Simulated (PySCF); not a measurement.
Ti(F)(SH)3 (FH3S3Ti), SMILES [SH][Ti]([F])([SH])[SH], multiplicity 1. Geometry optimised at PBE0-D3(BJ)/def2-SVP. The spin state was assumed, not searched. The structure was generated by enumeration; whether it is a known compound was not checked. Other conformers were not sampled.

These are PySCF 2.14.0 with PBE0-D3(BJ)/def2-SVP values and carry that method's errors.

Harmonic wavenumbers (cm⁻¹): 90, 104, 125, 150, 157, 199, 213, 286, 380, 407, 457, 508, 536, 550, 808, 2670, 2671, 2690. Rotational constants (GHz): 1.545, 1.479, 1.155; symmetry number 1.

**Question.** Work out the zero-point energy and the ideal-gas rigid-rotor harmonic-oscillator thermochemistry at 298.15 K and 1 atm.

**Answer.** ZPE = ½ Σ hcν = ½ × 13001 cm⁻¹ = 77.77 kJ/mol. H − E(el) = 104.89 kJ/mol. Entropy in J/(mol K): translation 172.51, rotation 122.13, vibration 107.43, total 402.06. G − E(el) = -14.98 kJ/mol. Cp = 131.52 J/(mol K). Modes under 150 cm⁻¹ make the vibrational entropy uncertain.
